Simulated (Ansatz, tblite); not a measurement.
Removing and adding an electron: Ga7P8H26⁺, a nanocrystal cut from zinc blende GaP (hydrogen-capped). The state is a singlet with charge 1. Geometry: r2SCAN-D4/def2-SVP. Ansatz, gas phase; energy differences of separate SCF runs; the oxidised species was run as a doublet alone; the reduced species was run as a doublet alone.

```xyz
41

Ga    0.3464   -2.6859    4.3603
Ga   -1.2648   -3.9969    0.5384
Ga    1.7312   -1.0837    0.4809
Ga   -0.4143    0.6064   -2.2817
Ga   -2.0390    0.1393    1.3561
Ga    2.7766    3.2228   -1.8438
Ga   -1.2553    4.4690   -1.0310
P     1.7878   -1.4099    2.8513
P     0.8001   -3.1499   -0.3380
P     1.6634    1.4472   -3.0857
P    -0.6689   -4.2965    2.8261
P    -2.6565   -2.0693    0.5017
P    -0.0372    0.4037    0.0488
P    -1.8205    2.5214   -2.3811
P     0.9773    4.8281   -1.8823
H     1.3092   -3.5165    5.2563
H    -0.8110   -1.7374    4.7752
H    -1.7962   -5.2589   -0.1928
H     3.1207   -0.7978   -0.1587
H    -0.9420   -0.7053   -2.9431
H    -1.6507   -0.1071    2.8449
H    -3.1304    1.1115    0.8136
H     3.9757    3.7276   -2.6946
H     2.8414    2.6624   -0.3855
H    -1.0824    3.8857    0.4071
H    -2.1840    5.6378   -1.4628
H     3.1322   -1.7716    3.1314
H     1.8210   -0.0847    3.3595
H     1.7665   -4.1875   -0.2605
H     0.6836   -3.0587   -1.7497
H     2.5352    0.3316   -3.1951
H     1.5221    1.7458   -4.4677
H     0.0796   -5.5035    2.8253
H    -1.8460   -4.7880    3.4498
H    -3.8681   -2.4916    1.1102
H    -3.1153   -1.9883   -0.8399
H     0.5063    1.6651    0.4184
H    -3.1264    2.0760   -2.0475
H    -2.0377    2.8410   -3.7486
H     1.4699    5.9639   -1.1862
H     0.9002    5.4030   -3.1790
```

The xTB rows come from tblite. Single mean-field runs in def2-SVP are fitted with def2-universal-jkfit. HOMO above LUMO, or a gap near zero within one spin, warns that the state may not be the lowest or that an electron is smeared out.

```json
{"level": "GFN1-xTB", "−HOMO (eV)": "13.56", "vertical IE (eV)": "15.07", "−LUMO (eV)": "8.86", "vertical EA (eV)": "7.30", "HOMO–LUMO gap (eV)": "4.70", "IE − EA (eV)": "7.76", "remarks": "–"}
{"level": "GFN2-xTB", "−HOMO (eV)": "13.69", "vertical IE (eV)": "15.21", "−LUMO (eV)": "10.06", "vertical EA (eV)": "8.55", "HOMO–LUMO gap (eV)": "3.64", "IE − EA (eV)": "6.66", "remarks": "–"}
{"level": "HF/def2-SVP", "−HOMO (eV)": "12.71", "vertical IE (eV)": "11.50", "−LUMO (eV)": "0.74", "vertical EA (eV)": "1.22", "HOMO–LUMO gap (eV)": "11.97", "IE − EA (eV)": "10.28", "remarks": "–"}
{"level": "PBE-D4/def2-SVP", "−HOMO (eV)": "9.08", "vertical IE (eV)": "–", "−LUMO (eV)": "4.55", "vertical EA (eV)": "3.08", "HOMO–LUMO gap (eV)": "4.52", "IE − EA (eV)": "–", "remarks": "gap within one spin near zero (doublet)"}
{"level": "PBE0-D4/def2-SVP", "−HOMO (eV)": "10.17", "vertical IE (eV)": "11.43", "−LUMO (eV)": "3.79", "vertical EA (eV)": "2.78", "HOMO–LUMO gap (eV)": "6.38", "IE − EA (eV)": "8.65", "remarks": "–"}
```

Relaxing the oxidised species (r2SCAN-D4/def2-SVP) changes its energy by -0.56 eV at PBE0-D4/def2-SVP, so the adiabatic ionisation energy to this nearest minimum is 10.87 eV.  Run but left out: PBE-D4/def2-SVP (charge +2 doublet: an occupied level 0.00 eV above an empty one).   Raw xTB energy differences between charge states are shifted by several eV; the methods need an empirical correction for them.
